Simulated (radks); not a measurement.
Results of a calculation; reference values are marked as such.
Ionisation of Co4+, [Ar] 3d5, to Co5+, [Ar] 3d4, under several functionals. Dirac Kohn-Sham, spin-unpolarised, spherical densities, finite nucleus; open shells are shared between the two j in proportion to 2j + 1; a radial shooting solver on a logarithmic mesh with Libxc functionals.

functional,E(Co4+) (hartree),Exc (hartree),IE (eV),-e(HOMO) (eV),<r> HOMO (bohr),IE error (eV)
OLYP,-1389.45464,-58.22329,77.670,66.146,0.8769,-1.830
AM05,-1386.66652,-55.34343,77.309,65.833,0.8778,-2.191
HCTH/407,-1389.66790,-58.47262,78.261,66.705,0.8722,-1.239
"LDA (Slater exchange, Perdew-Zunger correlation)",-1386.45722,-55.12419,77.613,66.144,0.8787,-1.887
PW91,-1389.22262,-57.94687,77.463,65.982,0.8796,-2.037

NIST Atomic Spectra Database: 79.5 eV (semi-empirical). Closest: HCTH/407. The Delta-SCF values span 0.95 eV, the total energies 3.21 hartree. The highest occupied level is 3d5/2. Spin polarisation and multiplet splitting are left out, so open shells lie too high by an amount that depends on their filling.

Beside tabulated values, note that spin-unpolarised runs miss the spin-polarisation part of the exchange energy of open shells.
